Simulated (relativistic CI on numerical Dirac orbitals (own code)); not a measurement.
## Level scheme of Nd XXXI

Calculated at this level of theory: Dirac-Coulomb-Breit CI, orbitals from a KLI potential per configuration, model QED, unscaled Slater integrals (own radial code, finite nucleus).

CI space (outside the closed core [Ar]): 3d¹⁰4s², 3d¹⁰4s4p, 3d¹⁰4p², 3d¹⁰4s4d, 3d¹⁰4d², 3d¹⁰4s4f, 3d¹⁰4p4d, 3d¹⁰4f², 3d¹⁰4p4f, 3d¹⁰4d4f, 3d¹⁰4s5s, 3d¹⁰4s5p, 3d¹⁰4s5d, 3d¹⁰4s5f, 3d¹⁰4s5g, 3d¹⁰4s6s, 3d¹⁰4s6p, 3d¹⁰4s6d, 3d¹⁰4s6f, 3d¹⁰4s7s, 3d⁹4s²4p, 3d⁹4s²4d, 3d⁹4s²4f, 3d⁹4s²5s, 3d⁹4s²5p, 3d⁹4s²5d. Double excitations out of closed p, d and f shells are left out; levels of such configurations are missing from the list, as are those of other unlisted configurations, and high levels can miss mixing partners. These lack a partner that the ground configuration has and come out too high: 3d⁹4s²4p, 3d⁹4s²4d, 3d⁹4s²4f, 3d⁹4s²5s, 3d⁹4s²5p.

| No. | Configuration | Term | J | E (10³ cm⁻¹) | % | Landé g | jj configuration (%) |
| --- | --- | --- | --- | --- | --- | --- | --- |
| 1 | 3d¹⁰4s² | ¹S | 0 | 0.0 | 99 |  | closed (99) |
| 2 | 3d¹⁰4s4p | ³P° | 0 | 460.1 | 100 |  | 4s 4p1/2 (100) |
| 3 | 3d¹⁰4s4p | ³P° | 1 | 494.3 | 84 | 1.419 | 4s 4p1/2 (95) |
| 4 | 3d¹⁰4s4p | ³P° | 2 | 719.9 | 100 | 1.498 | 4s 4p3/2 (100) |
| 5 | 3d¹⁰4s4p | ¹P° | 1 | 831.0 | 84 | 1.076 | 4s 4p3/2 (95) |
| 6 | 3d¹⁰4p² | ³P | 0 | 1067.2 | 75 |  | 4p1/2^2 (98) |
| 7 | 3d¹⁰4p² | ³P | 1 | 1292.2 | 100 | 1.499 | 4p1/2 4p3/2 (100) |
| 8 | 3d¹⁰4p² | ¹D | 2 | 1298.5 | 62 | 1.164 | 4p1/2 4p3/2 (95) |
| 9 | 3d¹⁰4p² | ³P | 2 | 1540.5 | 64 | 1.318 | 4p3/2^2 (87) |
| 10 | 3d¹⁰4s4d | ³D | 1 | 1614.7 | 100 | 0.497 | 4s 4d3/2 (100) |
| 11 | 3d¹⁰4p² | ¹S | 0 | 1629.0 | 74 |  | 4p3/2^2 (98) |
| 12 | 3d¹⁰4s4d | ³D | 2 | 1632.0 | 95 | 1.161 | 4s 4d3/2 (71) |
| 13 | 3d¹⁰4s4d | ³D | 3 | 1667.3 | 100 | 1.331 | 4s 4d5/2 (100) |
| 14 | 3d¹⁰4s4d | ¹D | 2 | 1760.2 | 81 | 1.014 | 4s 4d5/2 (67) |
| 15 | 3d¹⁰4p4d | ³F° | 2 | 2100.3 | 78 | 0.744 | 4p1/2 4d3/2 (99) |
| 16 | 3d¹⁰4p4d | ³F° | 3 | 2197.9 | 71 | 1.107 | 4p1/2 4d5/2 (90) |
| 17 | 3d¹⁰4p4d | ³D° | 1 | 2201.5 | 58 | 0.808 | 4p1/2 4d3/2 (98) |
| 18 | 3d¹⁰4p4d | ³P° | 2 | 2209.5 | 46 | 1.258 | 4p1/2 4d5/2 (98) |
| 19 | 3d¹⁰4p4d | ¹D° | 2 | 2398.6 | 42 | 1.011 | 4p3/2 4d3/2 (82) |
| 20 | 3d¹⁰4p4d | ³F° | 4 | 2403.8 | 96 | 1.248 | 4p3/2 4d5/2 (96) |
| 21 | 3d¹⁰4p4d | ³D° | 3 | 2417.6 | 35 | 1.138 | 4p3/2 4d3/2 (77) |
| 22 | 3d¹⁰4p4d | ³P° | 0 | 2424.2 | 100 |  | 4p3/2 4d3/2 (100) |
| 23 | 3d¹⁰4p4d | ³P° | 1 | 2430.5 | 69 | 1.192 | 4p3/2 4d3/2 (95) |
| 24 | 3d¹⁰4p4d | ³P° | 2 | 2461.7 | 52 | 1.309 | 4p3/2 4d5/2 (84) |
| 25 | 3d¹⁰4p4d | ³D° | 3 | 2495.9 | 48 | 1.159 | 4p3/2 4d5/2 (79) |
| 26 | 3d¹⁰4p4d | ¹P° | 1 | 2554.1 | 77 | 0.993 | 4p3/2 4d5/2 (93) |
| 27 | 3d¹⁰4s4f | ³F° | 2 | 2610.6 | 99 | 0.665 | 4s 4f5/2 (99) |
| 28 | 3d¹⁰4s4f | ³F° | 3 | 2616.1 | 98 | 1.081 | 4s 4f5/2 (54) |
| 29 | 3d¹⁰4s4f | ³F° | 4 | 2623.9 | 96 | 1.248 | 4s 4f7/2 (96) |
| 30 | 3d¹⁰4s4f | ¹F° | 3 | 2708.3 | 74 | 1.003 | 4s 4f7/2 (44) |
| 31 | 3d¹⁰4p4f | ³G | 3 | 3120.7 | 72 | 0.827 | 4p1/2 4f5/2 (99) |
| 32 | 3d¹⁰4p4f | ³G | 4 | 3134.8 | 37 | 1.085 | 4p1/2 4f7/2 (90) |
| 33 | 3d¹⁰4p4f | ³F | 2 | 3139.5 | 51 | 0.826 | 4p1/2 4f5/2 (85) |
| 34 | 3d¹⁰4p4f | ³D | 3 | 3145.4 | 44 | 1.173 | 4p1/2 4f7/2 (95) |
| 35 | 3d¹⁰4d² | ³F | 2 | 3279.5 | 79 | 0.744 | 4d3/2^2 (77) |
| 36 | 3d¹⁰4d² | ³F | 3 | 3301.9 | 82 | 1.076 | 4d3/2 4d5/2 (82) |
| 37 | 3d¹⁰4d² | ¹G | 4 | 3307.5 | 57 | 1.028 | 4d3/2 4d5/2 (49) |
| 38 | 3d¹⁰4d² | ³P | 0 | 3315.6 | 86 |  | 4d3/2^2 (90) |
| 39 | 3d¹⁰4d² | ¹D | 2 | 3321.1 | 54 | 1.067 | 4d3/2 4d5/2 (69) |
| 40 | 3d¹⁰4d² | ³F | 4 | 3331.9 | 68 | 1.215 | 4d5/2^2 (58) |
| 41 | 3d¹⁰4d² | ³P | 1 | 3346.7 | 100 | 1.499 | 4d3/2 4d5/2 (100) |
| 42 | 3d¹⁰4d² | ³P | 2 | 3381.2 | 73 | 1.347 | 4d5/2^2 (70) |
| 43 | 3d¹⁰4p4f | ¹F | 3 | 3384.5 | 52 | 0.987 | 4p3/2 4f5/2 (60) |
| 44 | 3d¹⁰4p4f | ³G | 5 | 3394.5 | 100 | 1.198 | 4p3/2 4f7/2 (100) |
| 45 | 3d¹⁰4p4f | ³F | 4 | 3412.5 | 45 | 1.192 | 4p3/2 4f7/2 (38) |

Energies count from the lowest computed level; ° marks odd parity. Filled j subshells are mostly left out of the jj labels.

The mean weight of the leading LS term, summed over parents, in these 45 levels is 75 %, and that of the leading jj configuration (from the same eigenvectors) 86 %, so jj coupling describes them better and the LS labels are nominal.

At this charge energies of transitions that change n are usually good to better than 1 %, and those within a shell (Δn = 0) to a few per cent.

LS names give the leading component of a level, which can be under half, so a name can repeat, a term be missing and a line seem to break the LS rules.
